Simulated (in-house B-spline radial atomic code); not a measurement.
The numbers below are computed, except where a source is named.
**Softness against transferability: the 4p channel of Sb**

Sb, [Kr] 4d10 5s2 5p3, non-relativistic LDA (VWN5), spherical and spin-unpolarised, from a B-spline radial code for spherical atoms (atomic units). The all-electron 4p level is ε = -3.646575 hartree, its outermost node lies just inside 0.41 bohr and its outer maximum at 0.77 bohr.

Troullier-Martins pseudo-orbitals are made for several radii. The cutoffs (hartree) are the plane-wave energies beyond which the orbital holds less than the named kinetic energy per electron. The phase error is the difference, pseudo minus all-electron, of arctan(R P'/P) at R = 1.38 bohr for all radii, half a hartree below and above the level.

| r_c (bohr) | V_l(0) (hartree) | cutoff for 10 mEh | for 1 mEh | for 0.1 mEh | phase error at ε − 0.5 (mrad) | at ε + 0.5 (mrad) |
| --- | --- | --- | --- | --- | --- | --- |
| 0.58 | -147.42 | 404 | > 450 | > 450 | -12.9 | -2.0 |
| 0.67 | -52.25 | 126 | 297 | > 450 | -4.4 | -0.6 |
| 0.77 | -9.29 | 60.5 | 118 | 234 | -2.5 | -0.3 |
| 0.87 | -1.62 | 48 | 96.9 | 124 | -2.1 | -0.3 |
| 0.97 | -3.71 | 45.3 | 89.8 | 114 | -2.6 | -0.3 |
| 1.08 | -6.86 | 39.1 | 70.6 | 94.7 | -4.4 | -0.6 |

(1) Which radius needs the lowest cutoff for 1 mEh while both phase errors stay within 4.5 mrad?

Results:

(1) The radii within that limit are 0.67, 0.77, 0.87, 0.97, 1.08 bohr; of these r_c = 1.08 needs the least, 70.6 hartree, that is 141 Ry or 1921 eV.
